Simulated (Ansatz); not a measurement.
Ansatz results at the PBE0-D4/def2-TZVP geometry: HOMO–LUMO gap (ωB97M-V/def2-TZVPP) 10.81 eV; HOMO–LUMO gap (B3LYP/def2-TZVPP) 6.20 eV; HOMO–LUMO gap (PBE0/def2-TZVPP) 6.68 eV.

Each molecule was computed in one conformer, which needn't be the lowest.

Question: Which molecule gave them?
A. `N[SiH2]C=[Se]`
B. `[CH2]1[AlH][CH2][SiH2]1`
C. `F/C([SeH])=C1/CO1`
D. `[NH2][SnH]([OH])[F]`

Answer: C. The others give `N[SiH2]C=[Se]`: 7.64, 2.99, 3.39; `[NH2][SnH]([OH])[F]`: 11.51, 6.62, 7.25; `[CH2]1[AlH][CH2][SiH2]1`: 9.68, 5.56, 5.97.

B3LYP here is the variant with VWN-RPA as its local correlation; programs differ in this.
